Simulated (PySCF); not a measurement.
Ga(H)(Br)(OMe) (CH4BrGaO), SMILES C[O][GaH][Br].

The structure is a stationary point at PBE-D3(BJ)/def2-SVP. The structure was generated by enumeration; whether it is a known compound was not checked. Other conformers were not sampled.

Method: PySCF 2.14.0 with PBE-D3(BJ)/def2-SVP.

Frequencies are harmonic and unscaled.

Computed normal modes with their intensities:
```
mode  ν (cm⁻¹)  IR (km/mol)    moving atoms (share of kinetic energy)
----  --------  -----------  ----------------------------------------
1           91          0.5                                    H 96 %
2           99          3.4          C 40 %, Br 24 %, H 16 %, Ga 15 %
3          139         12.0            O 60 %, H 19 %, C 11 %, Ga 8 %
4          263          2.0  O 38 %, C 19 %, H 16 %, Ga 16 %, Br 12 %
5          296         32.9                          Ga 50 %, Br 38 %
6          420         24.0                                    H 93 %
7          559         97.1                                    H 96 %
8          600         54.5                   O 55 %, Ga 22 %, C 15 %
9         1095        168.5                    O 46 %, C 40 %, H 14 %
10        1134          0.0                            H 77 %, C 19 %
11        1155         16.8                    H 63 %, C 21 %, O 16 %
12        1416         19.6                            H 89 %, C 10 %
13        1418          0.9                                    H 97 %
14        1421          2.5                                    H 97 %
15        1995         80.5                                    H 99 %
16        2919         85.1                                    H 98 %
17        3003         26.4                            H 90 %, C 10 %
18        3008         30.4                            H 90 %, C 10 %
```
